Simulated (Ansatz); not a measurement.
Geometry optimisation, DFT PBE, scalar-relativistic, plane waves, PAW (Ansatz).

Input file:

```yaml
accuracy: low
crystal:
  lattice:
    - [7.398, 0.0, 0.0]
    - [-3.699, 6.406856, 0.0]
    - [0.0, 0.0, 13.0]
  atoms:
    - { symbol: C, position: [0.0, 0.0, 0.0769231] }
    - { symbol: C, position: [0.2222222, 0.1111111, 0.0769231] }
    - { symbol: C, position: [0.0, 0.3333333, 0.0769231] }
    - { symbol: C, position: [0.2222222, 0.4444444, 0.0769231] }
    - { symbol: C, position: [0.0, 0.6666667, 0.0769231] }
    - { symbol: C, position: [0.2222222, 0.7777778, 0.0769231] }
    - { symbol: C, position: [0.3333333, 0.0, 0.0769231] }
    - { symbol: C, position: [0.5555556, 0.1111111, 0.0769231] }
    - { symbol: C, position: [0.3333333, 0.3333333, 0.0769231] }
    - { symbol: C, position: [0.5555556, 0.4444444, 0.0769231] }
    - { symbol: C, position: [0.3333333, 0.6666667, 0.0769231] }
    - { symbol: C, position: [0.5555556, 0.7777778, 0.0769231] }
    - { symbol: C, position: [0.6666667, 0.0, 0.0769231] }
    - { symbol: C, position: [0.8888889, 0.1111111, 0.0769231] }
    - { symbol: C, position: [0.6666667, 0.3333333, 0.0769231] }
    - { symbol: C, position: [0.8888889, 0.4444444, 0.0769231] }
    - { symbol: C, position: [0.6666667, 0.6666667, 0.0769231] }
    - { symbol: C, position: [0.8888889, 0.7777778, 0.0769231] }
    - { symbol: Mg, position: [0.4621533, 0.5135389, 0.2284615] }
basis:
  ecutwfc: 420.0
kpoints:
  mp_grid: { grid: [2, 2, 1] }
hamiltonian:
  xc: pbe
scf:
  occupations: { method: fermi_dirac, width: 0.02 }
  lower_state_search: "off"
relax:
  f_tol: 0.08
  max_steps: 25
  adjacent_minimum: "off"
```

Run as:

```bash
$ ansatz run input.yaml --threads 1 --pin off --max-ram 3072MiB --backend cpu --events-out ev --progress --plain --runs-dir out
```

Task: Where does it end, and by what steps?

Result: It converged. The threshold is loose, so the end isn't yet a minimum. The force dipped under the threshold on the way, but the program's further checks kept it going. Limits of this set-up: slab without dipole correction, low accuracy level. After 13 steps the energy has fallen by 0.515 eV; Mg19 moved furthest, 1.96 Å. Parted: C9–Mg19, C10–Mg19, C17–Mg19.

```csv
step,energy less start (eV),largest force component (eV/Å),accepted
0,0.0000,1.001,yes
1,-0.0756,0.653,yes
2,-0.1522,0.277,yes
3,-0.1996,0.219,yes
4,-0.2512,0.286,yes
5,-0.3176,0.324,yes
6,-0.3828,0.294,yes
7,-0.4384,0.224,yes
8,-0.4769,0.142,yes
9,-0.4989,0.096,yes
10,-0.5093,0.145,yes
11,-0.5139,0.033,yes
12,-0.5139,0.032,yes
13,-0.5148,0.013,yes
```

```xyz
19
Lattice="7.3980 0.0000 0.0000 -3.6990 6.4069 0.0000 0.0000 0.0000 13.0000" Properties=species:S:1:pos:R:3
C 0.023 -0.019 0.893
C 1.249 0.688 0.893
C -1.225 2.117 0.893
C 0.023 2.837 0.893
C -2.450 4.265 0.893
C -1.225 4.973 0.893
C 2.474 -0.019 0.893
C 3.722 0.702 0.893
C 1.249 2.130 0.893
C 2.474 2.837 0.893
C 0.023 4.252 0.893
C 1.249 4.960 0.893
C 4.948 -0.006 0.893
C 6.173 0.701 0.893
C 3.722 2.116 0.893
C 4.948 2.824 0.893
C 2.474 4.252 0.893
C 3.722 4.973 0.893
Mg 1.237 3.556 4.892
```

Whether the end is a true minimum wasn't checked by a vibrational analysis.

The run took 2.1 min on 1 thread of Intel(R) Xeon(R) Platinum 8259CL CPU @ 2.50GHz (Skylake/Cascade Lake) (shared host), peak memory 0.74 GiB.
